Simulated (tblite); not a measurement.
Task: Write a Z-matrix for `[SiH2]S[C@@]12[C@H]3C[C@@H]1[C@@H]2C3` [radical] as optimised with GFN2-xTB. (Doublet state.)

Result: 
Z-matrix in Å and degrees, rows numbered from 1:
```
Si
S   1  2.1523
C   2  1.7611  1   99.51
C   3  1.5618  2  133.34  1    65.15
C   4  1.5350  3   88.61  2   127.76
C   3  1.5011  2  132.22  1  -159.12
C   3  1.5048  2  132.94  1   -72.18
C   7  1.5157  3   91.41  6  -108.95
H   1  1.4566  2  109.25  3   -57.59
H   1  1.4501  2  104.43  3   179.12
H   4  1.0843  3  125.97  2    -0.41
H   5  1.0908  4  116.69  3   139.98
H   5  1.0880  4  112.76  3   -91.23
H   6  1.0764  3  128.11  7  -108.84
H   7  1.0765  3  128.22  6   108.71
H   8  1.0907  4  116.55  3  -140.19
H   8  1.0889  4  112.89  3    91.15
```

The 4-membered ring C3–C4–C5–C6 has internal angles of 85.7° to 91.6° (sum 352°, against 360° for a flat polygon); it is puckered, 0.14 Å rms from its mean plane, widest ring torsion 22°. The 4-membered ring C3–C4–C8–C7 has internal angles of 85.6° to 91.4° (sum 352°, against 360° for a flat polygon); it is puckered, 0.14 Å rms from its mean plane, widest ring torsion 22°. The 3-membered ring C3–C6–C7 has internal angles of 59.4° to 60.9°. The 8 C–C bonds span 1.501 Å (C3–C6, drawn single) to 1.562 Å (C3–C4, drawn single), a spread of 0.061 Å.

Computed geometry: GFN2-xTB, gas phase. This method treats the open shell by occupation alone, without spin polarisation.

Point group: C1 (no symmetry element, even within 0.4 Å). Its GFN2-xTB frequencies are all real (lowest 35 cm⁻¹). Torsions: H–Si1–S2–C3 -58° and 179°, Si1–S2–C3–C4 65°. 3 starts were optimised and ended at 0.00, 0.58 and 0.83 kcal/mol (GFN2-xTB); the lowest of these is shown.

One conformer stands for the species.
